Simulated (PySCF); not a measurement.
Excitation energy of As⁺ by level of theory

As⁺ [Ar] 3d10 4s2 4p2 (3P) → As⁺ [Ar] 3d10 4s1 4p2 4d1 (high-spin determinant), as a difference of total energies. Calculation: PySCF 2.14, in aug-cc-pwCVDZ-PP with ECP10MDF; a scalar-relativistic core potential. Correlated levels: valence and next inner shell: nothing frozen outside the core potential. The calculations carry no spin-orbit coupling.

```csv
method,excitation energy (cm⁻¹)
UHF,140080
MP2 (valence and next inner shell),152760
SCS-MP2 (valence and next inner shell),154090
CCSD (valence and next inner shell),151190
CCSD(T) (valence and next inner shell),150400
```

The upper state lies above the first ionisation limit, but in LS coupling its spin forbids autoionisation to the ground ion.

The promoted electron is Rydberg-like, and one or two diffuse shells describe it only roughly, which tends to raise the upper state.

The coupled-cluster amplitudes are large for the upper state (T1 above 0.03 or a double amplitude above 0.15), so a single reference is strained.

The determinant of the upper state mixes LS terms, which raises its energy above the lowest term, most at the Hartree-Fock and MP2 levels.
